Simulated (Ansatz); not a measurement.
Reaction (hydrogen abstraction from the In–H bond): `[SH][InH][SH]` + Cl• → `[SH][In][SH]`• + HCl

Calculated with Ansatz (gas phase, PBE0-D4/def2-TZVP geometries, no zero-point term in ΔE). CCSD(T)/CBS is the MP2 limit (def2-TZVPP, def2-QZVPP) plus CCSD(T) − MP2 in def2-TZVPP, frozen cores. This one scheme is used for every species, atoms too. Functionals use def2-TZVPP. B3LYP here is the variant with VWN-RPA as its local correlation; programs differ in this. Open shells (•) are unrestricted, without spin–orbit coupling. Spin–orbit coupling would lower the free atoms: a little for Cl. Elements past krypton have def2 core potentials. Bonds to In are less sure, by a few kJ/mol each and by 10 to 20 or more in all where they break to atoms, as the def2 sets lack core-valence functions. One conformer a species, not always the lowest.

```
             level  ΔE (kJ/mol)  difference from CCSD(T)/CBS
            PBE-D4       -166.4                        -23.9
         r2SCAN-D4       -156.0                        -13.5
           PBE0-D4       -152.0                         -9.5
          B3LYP-D4       -151.6                         -9.1
            B2PLYP       -146.6                         -4.1
              PBE0       -152.3                         -9.8
             B3LYP       -151.9                         -9.4
     HF/def2-TZVPP        -98.1                         44.4
SCS-MP2/def2-TZVPP       -136.5                          6.0
   CCSD/def2-TZVPP       -130.5                         12.0
     HF/def2-QZVPP        -98.8                         43.7
    MP2/def2-QZVPP       -151.0                         -8.5
   CCSD/def2-QZVPP       -134.3                          8.2
CCSD(T)/def2-QZVPP       -139.8                          2.7
     MP2/CBS(def2)       -153.6                        -11.1
    CCSD/CBS(def2)       -137.2                          5.3
       CCSD(T)/CBS       -142.5                            0
```

Largest T1 diagnostic among the species: 0.018.

In def2-TZVPP, CCSD(T) changes the Hartree–Fock value by −37.7 kJ/mol (the triples alone add −5.3 kJ/mol) and MP2 by −48.8 kJ/mol. From PBE to PBE0 (25 % exact exchange), in def2-TZVPP and without D4, ΔE moves by +14.3 kJ/mol.

CCSD(T)/CBS has its own doubt, a few kJ/mol and more with outer-core shells, so smaller differences from it don't rank the levels.
